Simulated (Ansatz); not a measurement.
Geometry optimisation, RKS B3LYP/def2-SVP in Ansatz 0.2.0.

Input:

```yaml
crystal:
  periodic: [false, false, false]
  atoms:
    - { symbol: S, position_ang: [-1.6424, 0.6379, -1.0723] }
    - { symbol: C, position_ang: [-0.0979, 0.5281, -0.2344] }
    - { symbol: S, position_ang: [1.2045, 0.3856, -1.4748] }
    - { symbol: Ge, position_ang: [-0.0446, -1.0436, 0.8905] }
    - { symbol: H, position_ang: [-1.3566, 1.9252, -1.6592] }
    - { symbol: H, position_ang: [0.0753, 1.4438, 0.3963] }
    - { symbol: H, position_ang: [2.2752, 0.4571, -0.4796] }
    - { symbol: H, position_ang: [-0.3166, -2.2912, 0.0077] }
    - { symbol: H, position_ang: [-1.2562, -0.9106, 1.977] }
    - { symbol: H, position_ang: [1.2423, -1.1835, 1.6517] }
basis:
  gaussian: { orbitals: def2-SVP }
hamiltonian:
  xc: b3lyp
relax:
  f_tol: 0.02
  max_steps: 50
```

Command:

```bash
$ ansatz run input.yaml --threads 2 --pin off --max-ram 3072MiB --backend cpu --events-out ev --progress --plain --runs-dir out
```

Problem. Where does it end, and by what steps?

Solution. It converged. After 5 steps the energy has fallen by 0.441 eV; H7 moved furthest, 0.14 Å.

```tsv
step	energy less start (eV)	largest force component (eV/Å)	accepted
0	0.0000	2.346	yes
1	-0.3816	0.810	yes
2	-0.4352	0.307	yes
3	-0.4398	0.096	yes
4	-0.4406	0.044	yes
5	-0.4409	0.012	yes
```

```xyz
10
Properties=species:S:1:pos:R:3
S -1.652 0.685 -1.119
C -0.068 0.531 -0.227
S 1.322 0.424 -1.445
Ge -0.133 -1.089 0.936
H -1.405 1.889 -1.693
H 0.080 1.416 0.409
H 2.330 0.568 -0.549
H -0.414 -2.323 0.063
H -1.225 -0.934 2.017
H 1.247 -1.218 1.612
```

The run took 19 s on 2 threads of Intel(R) Xeon(R) Platinum 8488C (Sapphire Rapids), with other jobs on the host, peak memory 0.3 GiB.
